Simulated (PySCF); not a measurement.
Dipole response of Hg³⁸⁺ (mercury, charge +38)

[Kr] 4d6, high-spin 5D determinant. Calculation: PySCF 2.14, in an uncontracted even-tempered set (18 s from 3.9 bohr⁻², ratio 2.5; 12 p from 5.1 bohr⁻², ratio 2.5; 9 d from 5.1 bohr⁻², ratio 2.5; 4 f from 23 bohr⁻², ratio 2.7; 3 g from 35 bohr⁻², ratio 2.7); no relativity, point nucleus. Coupled (time-dependent) response in atomic units; α is the mean over directions.

```tsv
method	mean α (bohr³)	α xx, yy, zz	C₆ (like pair)	S(−4)
PBE0	0.03139	0.02969, 0.02969, 0.03480	0.009336	0.0003944
```

S(−4) is the Cauchy moment in α(ω) = α(0) + S(−4) ω² + …

Spin-orbit coupling is absent.

α(iu) at PBE0:

```csv
u (hartree),α(iu) (bohr³)
0,0.03139
1.00,0.03101
2.00,0.02993
4.00,0.02654
6.00,0.02283
8.00,0.01960
10.0,0.01697
15.0,0.01246
20.0,0.009733
30.0,0.006706
50.0,0.004077
```

For an ion, C₆ is the dispersion term alone; charge-induced terms of lower order in 1/R come first.

The components differ because the open shell of this determinant is not spherical; for a pure term their mean is the scalar polarisability.

A non-relativistic calculation at this Z misses sizeable relativistic shifts. Spin-orbit coupling is strong in this species (close to jj coupling), so the high-spin LS determinant is a model state, not a physical level.
